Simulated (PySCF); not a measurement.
CH7FOSi3, SMILES [SiH2](F)[C@H]1O[SiH2][SiH2]1.

Geometry optimised at PBE0-D3(BJ)/def2-SVP. The structure was generated by enumeration; whether it is a known compound was not checked. One conformer was computed; it need not be the lowest.

The numbers are results of SMD-B3LYP/6-31G* run with PySCF, not measurements.

Solvation free energies are E(SMD) − E(gas) at the gas-phase geometry, for 1 M in both phases. In vacuum the dipole moment is 1.75 D.

Computed solvation free energies in water, dichloromethane, 1-octanol:
```tsv
solvent	ΔG(solv) (kcal/mol)	its non-electrostatic (CDS) part	dipole (D)
water	0.4	4.3	2.19
dichloromethane	-2.8	-0.4	2.06
1-octanol	-2.6	0.5	2.11
```
